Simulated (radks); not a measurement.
Values are calculated unless marked as measured or tabulated.
Ionisation of Ti+, [Ar] 3d2 4s1, to Ti2+, [Ar] 3d2, under several functionals. Dirac Kohn-Sham, spin-unpolarised, spherical densities, point nucleus; open shells are shared between the two j in proportion to 2j + 1; a radial shooting solver on a logarithmic mesh with Libxc functionals.

\begin{tabular}{lrrrrrr}
functional & E(Ti+) (hartree) & Exc (hartree) & IE (eV) & -e(HOMO) (eV) & <r> HOMO (bohr) & IE error (eV) \\ \hline
LDA (Slater exchange, VWN5 correlation) & -851.46445 & -39.89575 & 13.792 & 10.592 & 3.158 & +0.216 \\
exchange-only PBE & -852.44411 & -40.89446 & 13.179 & 9.802 & 3.239 & -0.396 \\
XLYP & -853.76632 & -42.24999 & 13.777 & 10.407 & 3.183 & +0.202 \\
Wu-Cohen GGA & -852.94265 & -41.41379 & 13.412 & 10.336 & 3.174 & -0.164 \\
PW91 & -853.56205 & -42.04720 & 13.592 & 10.393 & 3.187 & +0.017 \\
revPBE & -853.43216 & -41.91412 & 13.431 & 10.242 & 3.205 & -0.144 \\
\end{tabular}

NIST Atomic Spectra Database: 13.576 eV (measured). Closest: PW91. The Delta-SCF values span 0.61 eV, the total energies 2.30 hartree. The highest occupied level is 4s1/2. Spin polarisation and multiplet splitting are left out, so open shells lie too high by an amount that depends on their filling.

Beside tabulated values, note that spin-unpolarised runs miss the spin-polarisation part of the exchange energy of open shells.
